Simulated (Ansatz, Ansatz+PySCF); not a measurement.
```xyz
3

C     0.0000    0.0000   -1.4700
C     0.0000    0.0000    0.0000
N     0.0000    0.0000    1.2443
```

Basis set: def2-SVP (spherical functions). Left uncorrelated: 3 orbitals. Correlation on ROHF uses semicanonical orbitals with singles. Charge 0, multiplicity 2.

Computed with Ansatz (development build ahead of 0.2.0); each method stands on the lowest determinant of its kind that the runs found.

The atomization energy at this shape (free ground-state atoms in the same class of orbitals less the molecule, no zero-point energy) of doublet C2N:

| method | atomization energy |
| --- | --- |
| ROHF-CCSD(T) | 11.79 eV |
| ROHF-MP2 | 12.22 eV |
| UHF-MP2 | 10.93 eV |
| ROHF | 6.98 eV |
| UHF | 7.35 eV |

Q: What does UHF-CCSD(T) give?

A: 11.73 eV. Caution: the shape is not the minimum. Caution for ROHF-CCSD(T), ROHF-MP2, ROHF: an unrestricted determinant lies well below. Caution for UHF-CCSD(T), UHF-MP2, UHF: the unrestricted determinant is spin contaminated.
